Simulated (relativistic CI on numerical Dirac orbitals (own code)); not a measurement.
Pt²⁺: 5p photoemission

Computed with this model: Dirac-Coulomb-Breit CI, separate exchange-only KLI orbitals for each configuration, model QED (radiative potential, 1s self-energy scaled to tabulated hydrogen-like ionisation energies), valence Slater integrals scaled by 0.7, multiplet model of photoemission in the sudden approximation; configurations [Xe] 4f14 5d8 → [Kr] 4d10 4f14 5s2 5p5 5d8; 80 K; Lorentzian 1.5 eV and Gaussian 0.6 eV FWHM. Energies are those of the free ion, without screening or charge transfer. The energies are binding energies and can lie tens of eV above those of solids. S is read from ⟨S²⟩ = S(S + 1).

Field parameters in Wybourne normalisation: D3d B²₀ = −7Dσ, B⁴₀ = −14Dq − 21Dτ, B⁴₃ = −14√(10/7) Dq; Oh B⁴₀ = 21Dq, B⁴₄ = √(5/14) B⁴₀; Td as Oh with Dq negative (B⁴₀ = 21Dq, B⁴₄ = √(5/14) B⁴₀). The field is a parameter set, without covalency.

free ion: ground-state S = 0.97, centroid 88.18 eV. Peaks (eV, height): 80.0 (100), 82.8 (71), 86.6 (59), 99.2 (81).

D3d, 10Dq = 33150, Dσ = 630, Dτ = 260 cm⁻¹: ground-state S = 0.99, centroid 88.27 eV. Peaks (eV, height): 81.0 (100), 84.4 (34), 86.2 (34), 98.6 (55), 100.4 (33).

D3d, 10Dq = 8950, Dσ = -10, Dτ = -280 cm⁻¹: ground-state S = 0.98, centroid 88.21 eV. Peaks (eV, height): 80.2 (100), 83.4 (56), 86.8 (45), 99.0 (66).

Td, 10Dq = -13250 cm⁻¹: ground-state S = 0.98, centroid 88.19 eV. Peaks (eV, height): 80.2 (100), 83.6 (50), 87.2 (43), 99.6 (78).

Oh, 10Dq = 41800 cm⁻¹: ground-state S = 1.00, centroid 88.28 eV. Peaks (eV, height): 81.2 (100), 84.6 (34), 86.6 (30), 89.8 (10), 98.6 (53), 100.4 (32).

Td, 10Dq = -5600 cm⁻¹: ground-state S = 0.98, centroid 88.19 eV. Peaks (eV, height): 80.0 (100), 83.2 (60), 86.8 (54), 99.4 (79).

Strongest unbroadened transitions for D3d, 10Dq = 33150, Dσ = 630, Dτ = 260 cm⁻¹:

```tsv
Energy (eV)	Relative strength
80.92	74.1
80.96	100.0
80.97	48.8
82.02	27.3
82.32	87.2
84.33	5.4
84.36	14.7
84.45	8.2
84.47	10.4
85.68	5.4
85.69	5.8
86.42	36.7
89.43	10.0
98.04	22.0
98.05	54.8
98.83	41.3
98.84	46.4
100.57	59.8
```
